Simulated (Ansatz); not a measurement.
Total energies of F2H4Si2, SMILES `F[SiH](F)[SiH3]`.

```xyz
8

F    -0.3617    0.1297    2.2068
Si    0.4599    0.5294    0.9014
F     1.9479   -0.0022    1.1062
Si   -0.4913   -0.5086   -0.9700
H     0.5235    2.0093    0.8575
H    -1.8871   -0.0251   -1.1358
H     0.2978   -0.1496   -2.1773
H    -0.4890   -1.9829   -0.7888
```

The species carries charge 0 and has multiplicity 1. All single points use the PBE0-D4/def2-TZVP geometry. Basis def2-TZVPP, Ansatz.

RPA on PBE orbitals: Hartree–Fock energy of these orbitals -779.25523 Eh, correlation -1.21991 Eh (frozen core).

```csv
functional,energy without D4 (Eh),D4 term (kJ/mol)
revPBE,-781.11110,-41.3
BLYP,-781.28256,-31.8
B97M-V,-781.08819,–
r2SCAN0,-781.13964,-4.1
HSE06 (plane-wave form),-780.84778,-11.5
BHLYP,-781.24144,-19.3
LC-ωPBE,-781.02078,–
ωB97M-V,-781.20879,–
B2PLYP,-780.96299,–
PBE-QIDH,-780.68002,–
```

Problem. Give the same for LDA (SPW92), PBE, r2SCAN, PBE0, B3LYP, r2SCANh, CAM-B3LYP, ωB97X-V. (Estimate.)

Solution. Computed: 
| functional | energy without D4 (Eh) | D4 term (kJ/mol) |
| --- | --- | --- |
| LDA (SPW92) | -777.68547 | – |
| PBE | -780.80885 | -14.6 |
| r2SCAN | -781.17306 | -3.4 |
| PBE0 | -780.86938 | -12.3 |
| B3LYP | -781.35612 | -23.7 |
| r2SCANh | -781.15924 | -3.7 |
| CAM-B3LYP | -781.27977 | -12.6 |
| ωB97X-V | -781.14999 | – |

B3LYP takes the VWN-RPA correlation (the form of Gaussian; ORCA's B3LYP/G). HSE06 is the plane-wave form, built on full-range PBE exchange. The double hybrids freeze the cores in their second-order part.

LC-ωPBE has ω = 0.4 bohr⁻¹.
